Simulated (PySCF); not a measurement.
**One molecule, a ladder of functionals, a line**

Molecule: SMILES N[SiH](N)P, H₇N₂PSi.

Numbering as in the mapped SMILES `[NH2:1][SiH:2]([NH2:3])[PH2:4]`. Each H is labelled by its parent atom.

GIAO shieldings (ppm, equivalent atoms averaged) in PySCF on the PBE0-D3(BJ)/def2-SVP geometry, basis pcSseg-2, gas phase, non-relativistic:

```tsv
functional	exact exchange (%)	σ(N1/N3)	σ(Si2)
BLYP	0	219.8	330.0
BP86	0	223.3	339.8
PBE	0	223.4	340.7
B3LYP	20	225.4	343.4
PBE0	25	230.1	357.2
mPW1PW91	25	229.7	356.3
HF	100	241.5	402.2
```

(1) Fit each shielding as a line in the percentage of exact exchange.

(2) What does the line predict for BHandHLYP (50 %), and what does the run give?

Answers

(1) σ(N1/N3) = 222.9 + 0.19 x (rms 1.8 ppm); σ(Si2) = 336.8 + 0.66 x (rms 4.4 ppm). The functionals also differ in their semilocal parts, which the line can't hold; Hartree–Fock has no correlation at all.

(2) σ(N1/N3): 232.4 predicted, 232.1 computed; σ(Si2): 369.8 predicted, 363.8 computed ppm.
